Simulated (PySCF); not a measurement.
SMILES C[Si](C)([Be][CH3])C (GFN2-xTB optimised geometry):

```
18

Be     0.950    -0.684     0.000
C      2.683    -0.694     0.011
H      3.142     0.066    -0.625
H      3.130    -1.631    -0.327
H      3.128    -0.525     0.993
Si    -1.243    -0.684     0.000
C     -2.051    -1.565    -1.505
C     -2.057     1.058     0.000
C     -2.035    -1.557     1.519
H     -3.137    -1.548    -1.457
H     -1.759    -1.092    -2.439
H     -1.744    -2.606    -1.561
H     -1.763     1.627    -0.878
H     -1.755     1.631     0.872
H     -3.142     1.004     0.005
H     -1.733    -1.079     2.446
H     -1.726    -2.598     1.577
H     -3.121    -1.542     1.482
```

Calculation: PBE0/def2-SVP (PySCF).

**Question.** What are the frontier orbital energies and the dipole moment?

**Answer.** HOMO-2 -8.07 eV, HOMO-1 -8.07 eV, HOMO -7.18 eV, LUMO -0.85 eV, LUMO+1 -0.84 eV; dipole moment 0.56 D.

On the same geometry PBE/def2-SVP (PySCF) gives HOMO-2 -6.77 eV, HOMO-1 -6.77 eV, HOMO -6.00 eV, LUMO -1.60 eV, LUMO+1 -1.60 eV; dipole moment 0.48 D.

Meta-Löwdin charges at PBE0/def2-SVP: Be1 1.00, C2 -0.92, H3 0.11, H4 0.11, H5 0.11, Si6 0.23, C7 -0.53, C8 -0.53, C9 -0.53, H10 0.11, H11 0.10, H12 0.10, H13 0.10, H14 0.10, H15 0.11, H16 0.10, H17 0.10, H18 0.11.
